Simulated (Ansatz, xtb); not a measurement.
**Two structures of AlHOSi2**

Structure I is a singlet given by its coordinates and structure II is a singlet given by its coordinates. Both are isolated molecules in the gas phase, relaxed with PBE0-D3(BJ)/pcseg-1.

I (Å):

```xyz
5

Al    0.4095   -0.4641   -0.1391
O    -0.3953   -1.7164    0.6504
Si    0.7498    1.0013   -1.9869
Si    2.1543    1.1489   -0.3202
H    -1.1211   -1.8082    1.2701
```

Close contacts (Å): Al1–O2 1.69, Al1–Si3 2.38, Al1–Si4 2.38, Si3–Si4 2.18, O2–H5 0.96.

II (Å):

```json
{"atom": "Al", "x (Å)": "-0.7432", "y (Å)": "0.5493", "z (Å)": "-0.7287"}
{"atom": "O", "x (Å)": "0.8601", "y (Å)": "-0.2618", "z (Å)": "-0.5219"}
{"atom": "Si", "x (Å)": "0.7770", "y (Å)": "-1.6323", "z (Å)": "-1.5563"}
{"atom": "Si", "x (Å)": "-1.1112", "y (Å)": "-1.6905", "z (Å)": "-0.1461"}
{"atom": "H", "x (Å)": "-0.8826", "y (Å)": "2.0938", "z (Å)": "-1.0202"}
```

Close contacts (Å): Al1–O2 1.81, Al1–Si4 2.34, O2–Si3 1.72, Si3–Si4 2.36, Al1–H5 1.58.

Estimate E(II) − E(I) at the level CCSD(T)/def2-TZVP.

Calculated at CCSD(T)/def2-TZVP: E(II) − E(I) = +0.297 eV, so structure I lies lower.

Level by level:

```tsv
level	geometry	E(II) − E(I) (eV)	departure from the last row (eV)	job, with rough time for the two
GFN2-xTB	GFN2-xTB	−1.290	−1.587	optimisation, 0.33 s
HF/STO-3G	GFN2-xTB	−2.603	−2.901	single point, 0.34 s
r2SCAN-D4/def2-SVP	GFN2-xTB	+0.492	+0.195	single point, 2.9 s
PBE0-D3(BJ)/pcseg-1	PBE0-D3(BJ)/pcseg-1	+0.270	−0.028	optimisation, 44 s
HF/def2-TZVP	PBE0-D3(BJ)/pcseg-1	+0.155	−0.143	part of the CCSD(T) run
MP2/def2-TZVP	PBE0-D3(BJ)/pcseg-1	+0.532	+0.235	part of the CCSD(T) run
CCSD(T)/def2-TZVP	PBE0-D3(BJ)/pcseg-1	+0.297		single point, 41 s
```

GFN2-xTB, HF/STO-3G put the two in the other order. The largest departure from CCSD(T)/def2-TZVP is that of HF/STO-3G, 2.901 eV. At CCSD(T)/def2-TZVP a triplet with the links of II lies below this singlet.

With harmonic frequencies from PBE0-D3(BJ)/pcseg-1 (ideal gas, rigid rotor, one conformer each, 298.15 K, 1 atm): on the last row, ΔE + ΔZPE = +0.223, ΔH = +0.192, ΔG = +0.282 eV.

The T1 diagnostic of structure II is large, so the coupled-cluster value is less sure. The correlated steps freeze 16 core orbitals. Mirror images aren't counted in ΔG. Codes used: Ansatz 0.2.0, xtb 6.7.1; the last row on 1 thread of Intel(R) Xeon(R) 6975P-C (Granite Rapids) on a shared host.
